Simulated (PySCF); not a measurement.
```xyz
4
charge -1 multiplicity 1, angstrom
Au    0.0000    0.0000    0.0000
O     1.8092    0.0006    0.0000
O    -0.9051    1.5666    0.0000
O    -0.9041   -1.5671    0.0000
```

Computed with PBE0/[Au def2-SVPD with ECP60, O def2-SVPD], scalar-relativistic core potentials, density fitting, no spin–orbit coupling, PySCF.

This geometry of AuO₃⁻ is a stationary point at this level.

Q: What is the point group?

A: D3h.

Q: Is it a minimum?

A: Yes: all harmonic wavenumbers are real.

Q: List the harmonic modes with their infrared intensities.

A: 
```tsv
symmetry	ω (cm⁻¹)	IR (km/mol, summed over degenerate members)
e'	230	8.7
a2''	232	28.6
a1'	771	0.0
e'	779	307
```

Q: Give the ideal-gas entropy at 298.15 K and 1 bar by parts.

A: translation 177.5, rotation 90.9, vibration 26.4, spin 0.0; total 294.7 J/(mol K).

In D3h the vibrations span 2e' + a2'' + a1'. The a1' mode carries no infrared intensity, as symmetry demands.

Stability towards spin polarisation was not tested. This need not be the most stable arrangement of these atoms. The lowest empty level of this anion is unbound, so it and the gap depend on the basis. No spin–orbit coupling is included, which matters more the heavier the element.
